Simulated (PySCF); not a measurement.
Species: C₂H₈OSi₂.
InChI=1S/C2H8OSi2/c4-3-5-1-2-5/h5H,1-2H2,4H3

Torsions of this conformer, `[SiH3:1][O:2][SiH:3]1[CH2:4][CH2:5]1`: Si1–O2–Si3–C4 30°.

The closed-shell ground state was solved at several levels (PySCF, density fitting, gas phase, non-relativistic). The structure is a single PBE0-D3(BJ)/def2-SVP conformer in the gas phase; no vibrational or solvent corrections.

```tsv
level	basis functions	HOMO (eV)	LUMO (eV)	gap (eV)	dipole (D)
B3LYP/6-31G*	94	-6.29	0.20	6.49	0.53
B3LYP/cc-pVTZ	270	-6.53	-0.12	6.41	0.27
```

Task: Estimate the row for B3LYP/def2-TZVP, a basis of 215 functions; the other rows only guide the guess.

Result: HOMO -6.55 eV, LUMO -0.23 eV, gap 6.32 eV, dipole 0.26 D.

Task: Over all these levels, which gives the widest orbital gap and which the narrowest?

Result: B3LYP/6-31G* has the widest, 6.49 eV, and B3LYP/def2-TZVP the narrowest, 6.32 eV. From the narrowest to the widest the HOMO moves by +0.26 eV and the LUMO by +0.43 eV.

Task: How much does the basis alone move the frontier levels among the 3 B3LYP rows (the withheld one included)?

Result: The HOMO by 0.26 eV and the LUMO by 0.43 eV. By rising basis size (HOMO, LUMO in eV): 6-31G* -6.29, 0.20; def2-TZVP -6.55, -0.23; cc-pVTZ -6.53, -0.12.

Task: How far do the dipole and the HOMO energy spread over the levels?

Result: The dipole runs from 0.26 to 0.53 D (mean 0.35 D) and the HOMO from -6.55 to -6.29 eV.
